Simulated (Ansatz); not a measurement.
Saddle point of SnH$_{5}$SBr, closed shell (SnH₃Br ([Br][SnH3]) + H₂S → SnH₄S ([SH][SnH3]) + HBr; bonds formed: Sn1–S7, Br2–H6; bonds broken: Sn1–Br2, H6–S7), PBE0-D4/def2-TZVP structure:

```
8
angstrom
Sn -0.8777 -0.4854 -0.2221
Br 1.8089 -1.4999 0.3740
H -0.7588 -1.4307 -1.6215
H -1.2241 -1.1315 1.3069
H -2.1093 0.6943 -0.5163
H 1.7054 0.4495 0.0112
S 0.8298 1.5502 -0.3131
H 0.6256 1.8536 0.9808
```

Energies are electronic, without zero-point energy. Barriers and step energies count from the start structure reached by relaxing down the imaginary mode; all methods use the PBE0-D4 structures, on which another method's saddle can fall below an end. Computed with Ansatz 0.2.0 (basis: def2-TZVPP, with def2-QZVPP for the basis limit); correlated methods freeze the cores. Filled d shells of the heavier atoms are correlated. Core potentials replace the inner electrons of the atoms past krypton. The def2 sets are not built for correlating such inner shells, so the correlated values are less sure here. B3LYP uses VWN-RPA correlation. Extrapolation: Hartree–Fock as exp(−7.88 √X), correlation as X^−2.97.

| method | barrier (kcal/mol) | step energy (kcal/mol) |
| --- | --- | --- |
| SPW92 | 14.35 | 5.29 |
| PBE-D4 | 18.86 | 7.26 |
| BLYP-D4 | 21.36 | 8.16 |
| r2SCAN-D4 | 21.69 | 8.79 |
| B97M-V | ? | 10.02 |
| PBE0-D4 | 22.77 | 8.75 |
| B3LYP-D4 | 24.50 | 9.39 |
| r2SCAN0-D4 | 24.49 | 9.75 |
| BHLYP-D4 | 28.63 | 11.38 |
| CAM-B3LYP-D4 | 27.51 | 10.05 |
| wB97X-V | 28.17 | 10.72 |
| wB97M-V | ? | 10.65 |
| B2PLYP | 26.82 | 9.67 |
| PBE-QIDH | 26.07 | 9.54 |
| RPA on PBE | 28.54 | 9.65 |
| HF | ? | 15.20 |
| MP2 | 27.22 | 8.86 |
| CCSD | 30.79 | 10.40 |
| CCSD(T) | 28.44 | 9.47 |

Task: Fill in the withheld barriers. (Judge from chemistry; the value comes from the calculation.)

Result: The calculation gives: wB97M-V 27.22; B97M-V 25.47; HF 38.75 kcal/mol. Each is the energy of the saddle less that of the start structure, by the same method.

For comparison, the barrier by CCSD(T) at an estimated basis limit (MP2 extrapolated from triple and quadruple zeta, plus CCSD(T) − MP2 in triple zeta) is 26.69 kcal/mol.

The T1 diagnostic stays at or below 0.012.

Exchanges of this kind with a chalcogen hydride build sulfide and selenide films.

Labels in which every atom is bracketed show which atoms are joined, not bond orders.

For scale, one of the runs: CCSD(T)/def2-TZVPP, 210 basis functions, launched by `ansatz run in.yaml --threads 4 --pin off --events-out ev --progress --plain --max-ram 9574MiB`. Hardware: 4 CPU threads of an Arm Neoverse V1, shared host. Wall time 2.2 min; peak host memory 3.1 GiB.
